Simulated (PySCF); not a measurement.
C₂H₆Te, SMILES C[Te]C (connectivity only; charge and spin as stated), charge +1, multiplicity 2.

Geometry optimised at r2SCAN-D4/def2-SVP. The multiplicity is an assumed one; other spin states were not compared. The def2 effective core potentials stand for the cores of Te; spin–orbit coupling is left out.

The numbers are results of PySCF with r2SCAN/def2-TZVPD, not measurements.

Gas-phase values at a fixed geometry.

Q: Estimate the frontier levels, dipole moment and polarisability. (Estimate from the structure and the level; the computed values follow.)

A: 
| Quantity | Result |
|---|---|
| α spin, highest occupied and lowest empty level | -12.46 and -6.85 eV |
| β spin, highest occupied and lowest empty level | -13.43 and -10.35 eV |
| dipole moment about the centre of nuclear charge | 1.77 D |
| mean static polarisability | 56.1 bohr³ (8.31 Å³) |
| polarisability, principal values | 43.2, 57.0, 68.0 bohr³ |
| ⟨S²⟩ | 0.757 (pure state 0.75) |
